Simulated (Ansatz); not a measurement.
## A ladder of methods for GaCl (SMILES [Cl][Ga])

GaCl has 2 atoms, charge 0, and is taken as a singlet. As SMILES, `[Cl][Ga]`. Geometry: relaxed at PBE0-D4/def2-TZVP.

```xyz
2

Cl    0.0000    0.0000   -0.0236
Ga    0.0000    0.0000    2.1922
```

Each level gives the energy change with the Cl1–Ga2 bond stretched from 2.216 to 3.324 Å (eV). The values are calculated.

```tsv
level	kind	program	value (eV)	CPU time (all runs)
HF/STO-3G (restricted)	Hartree–Fock	Ansatz	3.96	1.1 s
SVWN5/STO-3G (restricted)	LDA	Ansatz	3.75	8.9 s
BLYP/STO-3G (restricted)	GGA	Ansatz	3.31	16 s
r2SCAN/STO-3G (restricted)	meta-GGA	Ansatz	3.61	59 s
PBE0/STO-3G (restricted)	global hybrid	Ansatz	3.70	29 s
CAM-B3LYP/STO-3G (restricted)	range-separated hybrid	Ansatz	3.84	31 s
MP2/STO-3G (restricted)	perturbation theory	Ansatz	3.84	2.5 s
```

All-electron rows without a relativistic Hamiltonian named are non-relativistic. The first shape isn't each level's own minimum. The values span 3.31 to 3.96 eV. All rows use very small basis sets, so even the best lies far from the true value. In the correlated wave-function rows the outer d shell of Ga is correlated, in sets not made for it. CPU times are rough (shared hosts, several kinds of processor): they show what a rung costs within a factor of a few.
